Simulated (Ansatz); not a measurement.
Two isomers of C2H5NOSi: A = `O=C=NC[SiH3]`, B = `N=C=C(O)[SiH3]`.

Gas-phase electronic energies from Ansatz, PBE0-D4/def2-TZVP geometries. CBS: MP2 limit from def2 TZ/QZ plus the TZ coupled-cluster correction, frozen cores. DFT in def2-TZVPP. B3LYP here is the variant with VWN-RPA as its local correlation; programs differ in this. One conformer a species, not always the lowest.

A:

```xyz
10

O    -2.719   -0.558    1.710
C    -1.784   -0.006    1.278
N    -0.815    0.613    0.952
C     0.017    0.855   -0.189
Si    1.100   -0.646   -0.598
H     0.660    1.712    0.027
H    -0.588    1.128   -1.060
H     0.223   -1.807   -0.893
H     1.971   -0.962    0.561
H     1.936   -0.329   -1.787
```

B:

```xyz
10

N    -0.379   -0.944    2.318
C     0.075   -0.626    1.232
C     0.417   -0.379   -0.015
O     1.532   -1.003   -0.561
Si   -0.692    0.689   -1.058
H    -0.102   -0.362    3.106
H     2.068   -0.334   -0.997
H     0.132    1.760   -1.688
H    -1.729    1.294   -0.187
H    -1.324   -0.096   -2.151
```

Q: Which is lower in electronic energy at CCSD(T)/CBS, and by how much? (An estimate is asked.)

A: Computed: A, by 35.5 kcal/mol.

Q: Give E(B) − E(A) in kcal/mol with HF/def2-TZVPP, B3LYP, ωB97M-V, B2PLYP, PBE0-D4, CCSD/def2-TZVPP, CCSD(T)/def2-TZVPP. (An estimate is asked.)

A: The calculation gave: HF/def2-TZVPP 40.1, B3LYP 37.2, ωB97M-V 36.1, B2PLYP 38.6, PBE0-D4 37.4, CCSD/def2-TZVPP 36.4, CCSD(T)/def2-TZVPP 36.5. None reverses the order clearly.

Q: Does the order hold for the free energy at 298.15 K (harmonic terms from PBE0-D4)? (An estimate is asked.)

A: Computed: Yes: G(B) − G(A) = +35.2 kcal/mol, for one conformer each. Modes under 60 cm⁻¹, often nearly free rotors, make the harmonic entropy too high.

Largest T1 diagnostic: 0.015.

From BLYP to BHLYP (50 % exact exchange), in def2-TZVPP and without D4, E(B) − E(A) moves by +1.2 kcal/mol. Leaving LDA and LC-ωPBE aside and taking each functional with its dispersion term where it has one, the values, not all of them listed here, spread over 3.2 kcal/mol, from ωB97M-V to PBE-QIDH. LDA lies −0.8 kcal/mol from PBE without D4.
